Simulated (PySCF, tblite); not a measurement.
Compound: C₅H₈F₃OP.
Numbering: `[CH3:1][CH2:2][C@@H:3]1[C@H:4]([C:5]([F:6])([F:7])[F:8])[P@H:9]1=[O:10]` (hydrogens: H11, H12, H13 on C1; H14, H15 on C2; H16 on C3; H17 on C4; H18 on P9)

Structure optimised with GFN2-xTB, isolated species.

Q: What internal coordinates does the optimisation give?

A: 
```
                  bond  length (pm)
                 C1–C2        152.7
                 C2–C3        151.1
                 C3–C4        157.1
                 C4–C5        149.1
   C5–F6, C5–F7, C5–F8        134.4
                 C4–P9        182.2
                P9=O10        146.1
                 C3–P9        180.7
C1–H11, C1–H12, C1–H13        108.7
                C2–H14        108.9
                C2–H15        109.3
                C3–H16        109.0
                C4–H17        108.7
                P9–H18        137.7
```

Bonds in one row agree within 1 pm and their mean is given. A selection of angles:
```
    angle  degrees
 C1–C2–C3    111.4
 C2–C3–C4    122.1
 C2–C3–P9    126.9
 C4–C3–P9     64.8
 C3–C4–C5    120.3
 C3–C4–P9     63.9
 C5–C4–P9    120.5
 C4–C5–F6    111.4
 C4–C5–F7    113.0
 F6–C5–F7    106.1
C4–P9–O10    121.8
 C3–P9–C4     51.3
C3–P9–O10    124.7
```

Dihedral angles: C1–C2–C3–C4 -84° (synclinal); C2–C3–C4–C5 -8° (synperiplanar); C3–C4–C5–F6 -172° (antiperiplanar); C3–C4–P9–O10 -111° (anticlinal); C2–C3–P9–C4 112° (anticlinal).

P9 (phosphoryl phosphorus) has angles from 51.3° to 124.7°. Of the pairs four or more bonds apart, F7···H14 is among the closest relative to their van der Waals radii: 2.35 Å, 88 % of the sum of Bondi's values. The C–C distances run from 1.491 Å (C4–C5, drawn single) to 1.571 Å (C3–C4, drawn single), a spread of 0.080 Å. All 3 C–F bonds measure 1.343 to 1.345 Å. The 3-membered ring C3–C4–P9 has internal angles of 51.3° to 64.8°.

Point group: C1 (no symmetry element, even within 0.4 Å). Its GFN2-xTB frequencies are all real (lowest 46 cm⁻¹). One conformer, not necessarily the lowest. 2 starts were optimised and ended at 0.00 and 0.02 kcal/mol (GFN2-xTB); the lowest of these is shown.

All values are computed, not measured.
